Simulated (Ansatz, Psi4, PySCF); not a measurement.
H6Ge2Se, singlet, geometry from GFN2-xTB, atoms displaced at random by about 0.08 Å a coordinate. Base run: B3LYP/STO-3G, gradient (PySCF).

The PySCF input:
```python
from pyscf import gto, scf, dft

mol = gto.M(
    atom='''
Se    0.00527230   -0.05984841    1.11388015
Ge    0.54889394   -1.60361326   -0.41551115
H     1.01683813   -2.88521393    0.12092474
H    -0.63532922   -1.91834920   -1.43768011
H     1.71277529   -1.19557600   -1.44049583
Ge   -0.66854019    1.56777419   -0.37211283
H    -0.93533164    2.89709134    0.53313025
H     0.55576760    2.01043370   -1.28732912
H    -1.74164330    1.15491284   -1.41034544
''',
    basis='sto-3g',
    verbose=3,
)

mf = dft.RKS(mol)
mf.xc = 'b3lyp'
mf.kernel()
g = mf.nuc_grad_method()
grad = g.kernel()
```

Programs used: Ansatz (a program for electronic structure), Psi4, PySCF; a row that names a program was run with it.

The coordinate followed is z of atom 8.

The base run was repeated with changes; each row names its change, and settings that it needs were set with it.

```
change                                                  dE/dx (Eh/bohr)  net force (Eh/bohr)
------------------------------------------------------  ---------------  -------------------
base                                                          -0.030139             0.000103
grids.level = 0; grid_response = off                          -0.029924             0.007291
code = psi4                                                   -0.030125             0.000025
finite difference step (bohr) = 1e-4; conv_tol = 1e-11        -0.030139                    -
finite difference step (bohr) = 1e-3; conv_tol = 1e-11        -0.030139                    -
grids.level = 0; grid_response = on                           -0.030937             0.000000
finite difference step (bohr) = 0.2; conv_tol = 1e-11         -0.030051                    -
grids.level = 1; grid_response = on                           -0.030133             0.000000
grids.level = 1; grid_response = off                          -0.030177             0.001014
code = ansatz                                                 -0.030139             0.000000
grid_response = on                                            -0.030139             0.000000
conv_tol = 1e-4                                               -0.030124             0.000103
```

The net force is zero for an exact gradient.
